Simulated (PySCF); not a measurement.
## KO: from constants to spectrum

CAM-B3LYP constants of KO, ²Π (doublet), unpaired electrons π ↑ (K 3-21G, O 3-21G; no relativity (PySCF 2.14); masses 38.9637 and 15.9949 u):

* ωe: 313.0 cm⁻¹
* ωexe: 2.84 cm⁻¹
* Be: 0.25425 cm⁻¹
* αe: 0.00331 cm⁻¹
* D (centrifugal): 6.71e-07 cm⁻¹
* De to K + O: 1.37 eV

(1) Give the vibrational terms G(v) and spacings up to v = 6.

(2) How well does the Morse estimate ωe²/(4ωexe) reproduce De, and what is D0?

3-21G is very small, so such numbers show the basis as much as the molecule. The state was picked by a PBE0 search and need not be the measured ground state.

Answers

(1) G(v) = ωe(v+½) − ωexe(v+½)².

```
v  G(v) (cm⁻¹)  G(v) − G(v−1)  Bv (cm⁻¹)
0          156                    0.2526
1          463            307     0.2493
2          765            302     0.2460
3         1061            296     0.2427
4         1351            290     0.2394
5         1636            285     0.2360
6         1915            279     0.2327
```

(2) It gives 1.07 eV, 78 % of the computed De. D0 = De − G(0) = 1.37 − 0.02 = 1.35 eV.
